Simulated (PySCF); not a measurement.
No relativistic terms, one averaged value for each set of equivalent atoms, isolated molecule, single conformer. Coordinates at the GFN2-xTB level; NMR shieldings at PBE0/pcSseg-1/GIAO; PySCF.

Shifts are taken against calculated references (same method and geometry level): 1H and 13C vs TMS. Shifts are as computed. Against solution values, carbons near 30 ppm lie about +3 ppm off and those near 130 ppm about +5 ppm; carbons on Cl a further +6 ppm. Of 1211 compounds with measured shifts, 218 miss one by over three times the rms of a fit or turn the order of signals round; such compounds aren't used in these exercises. Carbons bonded to Cl come out too deshielded.

Question: Order these molecules by the shift of their most deshielded carbon, lowest δ first.
A. FCC1(F)CC1
B. C=C(C)[SiH2]C#N
C. C=Cn1cc(CC)nn1

Answer: A (82.0 ppm, sp3 CH2 bonded to F), B (146.0 ppm, fully substituted alkene carbon), C (156.3 ppm, substituted aromatic carbon next to a ring nitrogen).

Question: Order these molecules by the shift of their most shielded carbon, lowest δ first.
A. C=C(C)[SiH2]C#N
B. Cn1nc(Cl)c2ccccc21
C. FCC1(F)CC1
D. C=Cn1cc(CC)nn1

Answer: C (9.7 ppm, three-membered-ring carbon), D (20.6 ppm, methyl carbon), A (27.2 ppm, allylic methyl carbon), B (37.1 ppm, methyl carbon bonded to N).

Question: How many 13C and 1H signals does each give (equivalence by symmetry and fast rotation, but not about amide C–N or C=N bonds)? `FCC1(F)CC1`, `C=Cn1cc(CC)nn1`, `Cn1nc(Cl)c2ccccc21`, `C=C(C)[SiH2]C#N`

Answer: FCC1(F)CC1: 3 C, 3 H; C=Cn1cc(CC)nn1: 6 C, 6 H; Cn1nc(Cl)c2ccccc21: 8 C, 5 H; C=C(C)[SiH2]C#N: 4 C, 4 H.
